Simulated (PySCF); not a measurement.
Species: C7H12Si.
SMILES: `CCC[SiH]1C=CC=C1`

Level of theory: PySCF 2.14.0, density-fitted response routines, TDDFT wB97X-D/def2-SVPD, vertical, gas phase, core orbitals frozen in the response. Isolated species at its PBE0-D3(BJ)/def2-SVP geometry (one conformer only). Torsions of this conformer, `[CH3:1][CH2:2][CH2:3][SiH:4]1[CH:5]=[CH:6][CH:7]=[CH:8]1`: C1–C2–C3–Si4 179°, C2–C3–Si4–C5 172°.

Broadening: Gaussians 0.5 eV wide at half height, area fixed by f = 4.319×10⁻⁹ ∫ε dν̃. The width is an assumption, not a result. The curve ends short of the highest state used, and states not computed would add to its high-energy end.

```
λ (nm)  ε (L mol⁻¹ cm⁻¹)
 171.8              5610
 176.4              3402
 181.0              2170
 185.6              3652
 190.2              5999
 194.8              6057
 199.4              4109
 204.0              2505
 208.6              1856
 213.2              1437
 217.8               913
 222.5               438
 227.1               166
 231.7                51
 236.3                16
 240.9                22
 245.5                74
 250.1               220
 254.7               526
 259.3              1031
 263.9              1686
 268.5              2343
 273.1              2809
 277.7              2947
 282.3              2739
 286.9              2282
 291.5              1722
 296.1              1188
 300.7               756
 305.3               447
 309.9               247
 314.5               129
 319.2                63
 323.8                29
 328.4                13
 333.0                 6
```

Question: Where are the band maxima, and which computed states make them?

Answer: 277 nm (4.47 eV), ε about 2900, made up of S1 (100%); 193 nm (6.44 eV), ε about 6400, made up of S4 (99%) (ε in L mol⁻¹ cm⁻¹; maxima over ε = 5, shares over 10%). At its high-energy end, 7.22 eV, the curve is still rising (ε about 5600, from S6 and S7). The states used: S1 4.47 eV (f 0.055); S2 5.68 eV (f 0.0001); S3 5.90 eV (f 0.027); S4 6.44 eV (f 0.117); S5 6.81 eV (f 0.0008); S6 7.17 eV (f 0.059); S7 7.42 eV (f 0.068); S8 7.64 eV (f 0.015); S9 7.76 eV (f 0.0092); S10 7.82 eV (f 0.042).

Question: On this curve, what absorbance would a 10⁻³ mol/L sample give at 193 nm over a 1 cm path?

Answer: 193 nm is 6.424 eV, where ε is about 6400 L mol⁻¹ cm⁻¹, so A = ε c l ≈ 6.4 (Beer–Lambert, with the gas-phase spectrum and the assumed width).

Question: What would ε be at 6.44 eV, the highest of these maxima, with half the width (0.25 eV)?

Answer: About 12600 L mol⁻¹ cm⁻¹ against 6400, a factor of about 1.97; a lone state at its own centre would give exactly 2.

Question: Coming from long wavelengths, where does ε first pass 100 L mol⁻¹ cm⁻¹?

Answer: At about 316 nm (3.92 eV), 0.55 eV below S1.

The vertical ionisation energy (ΔSCF) is 8.55 eV, 0.73 eV above S10.
